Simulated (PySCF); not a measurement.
Species: C5H13BSi.
Atom-mapped SMILES: `[SiH3:1][CH2:2][B:3]1[CH2:4][CH2:5][CH2:6][CH2:7]1` (hydrogens: H8, H9, H10 on Si1; H11, H12 on C2; H13, H14 on C4; H15, H16 on C5; H17, H18 on C6; H19, H20 on C7)

Method: PySCF 2.14.0, PBE0-D3(BJ)/def2-SVP geometry optimisation, gas phase; density fitting, grid level 1; the optimiser is geomeTRIC in internal coordinates, started from a GFN2-xTB structure with every atom displaced at random (about 0.01 Å).

Step 0: E = -13934.1546 eV
```
atom  x, y, z in Å  |  force x, y, z in eV/Å
Si1     2.6731    0.3491   -0.3728   -1.584   0.600  -0.809
C2      1.2021   -0.3209   -1.4255    0.051   0.342   0.851
B3     -0.1556    0.0177   -0.7327    0.896  -0.003  -0.108
C4     -0.8349   -0.8331    0.3852   -2.177   0.009  -0.416
C5     -2.2217   -0.1368    0.5803    1.246   0.814   0.898
C6     -1.9506    1.3504    0.2904    0.282  -0.670  -0.141
C7     -0.9813    1.3374   -0.9111   -1.019  -0.082   0.337
H8      2.6644   -0.2158    0.9565    0.014  -0.449   0.899
H9      2.5441    1.8364   -0.2384    0.068  -0.033  -0.002
H10     3.9078    0.0340   -1.0410    1.002  -0.232  -0.462
H11     1.2866    0.1311   -2.4038    0.182   0.433  -0.664
H12     1.3851   -1.3862   -1.5273    0.073  -0.627   0.030
H13    -1.0259   -1.8896    0.1739    0.481  -0.377  -0.062
H14    -0.3045   -0.7725    1.3221    0.724   0.007   0.685
H15    -2.6371   -0.2890    1.5897   -0.077  -0.066  -0.045
H16    -2.9401   -0.5026   -0.1259   -0.693  -0.499  -0.750
H17    -2.8641    1.9142    0.1035   -0.329   0.259  -0.026
H18    -1.4539    1.8073    1.1550    0.077   0.108   0.208
H19    -0.4313    2.2633   -0.9873    0.549   0.581  -0.283
H20    -1.6038    1.2680   -1.8264    0.234  -0.116  -0.141
```

Step 1: E = -13934.3825 eV
```
atom  x, y, z in Å  |  force x, y, z in eV/Å
Si1     2.6278    0.3967   -0.4146    0.138  -0.230   0.001
C2      1.1993   -0.3450   -1.4128    0.095   0.035  -0.086
B3     -0.1316    0.0081   -0.6932   -0.239   0.015  -0.015
C4     -0.9057   -0.8573    0.3869    0.069   0.127   0.111
C5     -2.2407   -0.1228    0.5814   -0.203  -0.102  -0.177
C6     -1.9343    1.3514    0.3108   -0.072   0.096   0.033
C7     -0.9606    1.3453   -0.8734    0.197   0.148   0.097
H8      2.6495   -0.1902    0.9669    0.009   0.067  -0.070
H9      2.5176    1.8820   -0.2979   -0.061   0.008  -0.009
H10     3.9388    0.0805   -1.0779   -0.100   0.029   0.060
H11     1.2821    0.1147   -2.4159   -0.035  -0.015   0.099
H12     1.3950   -1.4292   -1.4962    0.010   0.086   0.055
H13    -1.0065   -1.9265    0.1564    0.034  -0.129  -0.004
H14    -0.3162   -0.8114    1.3309    0.008   0.007  -0.161
H15    -2.7023   -0.2901    1.5676    0.007   0.004   0.012
H16    -2.9767   -0.4865   -0.1688    0.169   0.078   0.137
H17    -2.8434    1.9533    0.1368    0.053  -0.045   0.025
H18    -1.4344    1.7899    1.1944   -0.010  -0.017  -0.025
H19    -0.3769    2.2761   -0.9963   -0.056  -0.102  -0.012
H20    -1.5225    1.2234   -1.8206   -0.011  -0.061  -0.073
```

Problem. Estimate the geometry and energy of step 2. (The exact step hangs on the optimiser's Hessian estimate; all steps are aligned on step 1, rigid shifts and turns removed.)

Solution. E = -13934.3912 eV, largest force 0.084 eV/Å
```
atom  x, y, z in Å  |  force x, y, z in eV/Å
Si1     2.6232    0.3774   -0.4068    0.032  -0.048  -0.011
C2      1.1944   -0.3409   -1.4142    0.045   0.061  -0.036
B3     -0.1398    0.0212   -0.7029   -0.040  -0.053  -0.010
C4     -0.8933   -0.8490    0.3804   -0.072   0.017  -0.001
C5     -2.2339   -0.1246    0.5824   -0.034  -0.034  -0.010
C6     -1.9395    1.3543    0.3106    0.000   0.001   0.008
C7     -0.9672    1.3562   -0.8774    0.052   0.036   0.045
H8      2.6347   -0.1988    0.9742    0.002   0.013  -0.003
H9      2.5053    1.8632   -0.2955   -0.015   0.011   0.005
H10     3.9330    0.0597   -1.0575   -0.011   0.003   0.009
H11     1.2839    0.1191   -2.4134    0.006   0.006   0.013
H12     1.3846   -1.4239   -1.4919   -0.020  -0.004   0.010
H13    -0.9781   -1.9243    0.1539    0.007  -0.001   0.016
H14    -0.2865   -0.7932    1.3083    0.026   0.030  -0.027
H15    -2.6878   -0.2938    1.5720    0.001   0.005   0.003
H16    -2.9654   -0.4930   -0.1605    0.033   0.017   0.009
H17    -2.8527    1.9479    0.1428    0.000  -0.008   0.000
H18    -1.4393    1.7943    1.1920    0.003  -0.003  -0.004
H19    -0.3882    2.2853   -1.0056   -0.012  -0.015  -0.007
H20    -1.5288    1.2252   -1.8263   -0.002  -0.032  -0.010
```

The energy changes by -0.0086 eV. The first-order estimate −F·Δx gives -0.0150 eV and the mean of the old and new forces, exact on a quadratic surface, -0.0086 eV. The step makes an angle of 76° with the force vector and moves no atom by more than 0.041 Å.

The cost below is that of the whole optimisation. Hardware: one thread, Intel Xeon 6975P-C (x86_64), shared host with 192 logical CPUs at a one-minute load of 76. Cost: 58 s of wall time, 0.70 GiB resident at most.
